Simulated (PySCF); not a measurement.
## Do core-level shifts follow atomic charges?

Species: C₃H₈N₂Si.
Numbering: `[CH3:1][C@@H:2]([C:3]#[N:4])[SiH2:5][NH2:6]`

Binding energies: delta-SCF UKS SCAN, pcX-2 on the ionised atom, pcseg-1 elsewhere, spin-free X2C in PySCF. Charges: PBE0/pcSseg-1 ground-state density, for the ionised atom.

```tsv
atom	environment	C 1s (eV)	Mulliken (e)	IAO (e)	Hirshfeld (e)	ESP (e)
C1	methyl carbon	291.30	-0.231	-0.403	-0.104	-0.297
C2	sp3 carbon bound to silicon	291.51	-0.583	-0.420	-0.087	+0.065
C3	nitrile carbon	291.88	+0.099	+0.136	+0.076	+0.230
```

Question: Give the correlation coefficient and slope of binding energy on charge for each scheme.

Answer: Hirshfeld: r = 0.96, slope 2.8 eV per e; ESP: r = 0.93, slope 1.0 eV per e; IAO: r = 0.92, slope 0.9 eV per e; Mulliken: r = 0.62, slope 0.5 eV per e. On 3 points no scheme stands out.

Question: The point-charge model writes a binding energy as kq + V + constant, with V the potential of the other atoms' charges at the site. What does it give with the Hirshfeld charges?

Answer: V = Σ 14.40 eV Å × q/r over all other atoms: +1.84 eV at C1, +1.71 eV at C2, -2.44 eV at C3. Fitting binding energy − V to q gives k = 27.2 eV per e and leaves an rms residual of 0.06 eV, against 0.07 eV for the fit on q alone. The model has no term for differences in relaxation between sites.

Isolated species at its GFN2-xTB geometry (one conformer only).

The values belong to the conformer `[CH3:1][C@@H:2]([C:3]#[N:4])[SiH2:5][NH2:6]`: C1–C2–Si5–N6 62°, H–N6–Si5–C2 172°, H–N6–Si5–C2 -50°.
